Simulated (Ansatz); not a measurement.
Basis-set series for C₄H₃F₃ (`CC#CC(F)(F)F`). Charge 0, multiplicity 1. Geometry: relaxed with PBE0-D4/def2-TZVP.

| functional | basis | functions | energy (Eh) | HOMO (eV) | LUMO (eV) |
| --- | --- | --- | --- | --- | --- |
| PBE0-D4 | def2-SVP | 113 | -452.89657 | -8.54 | 0.34 |
| PBE0-D4 | def2-QZVPP | 489 | -453.45224 | -8.59 | 0.15 |
| ωB97M-V | def2-SVP | 113 | -453.22063 | -10.79 | 2.57 |
| ωB97M-V | def2-QZVPP | 489 | -453.78853 | -10.87 | 1.52 |

Task: Give the rows for def2-TZVPP. (Estimate.)

Result: Ansatz gave: 
```csv
functional,basis,functions,energy (Eh),HOMO (eV),LUMO (eV)
PBE0-D4,def2-TZVPP,259,-453.42928,-8.57,0.20
ωB97M-V,def2-TZVPP,259,-453.76718,-10.85,2.36
```

Positive LUMOs are unbound and depend on the basis.
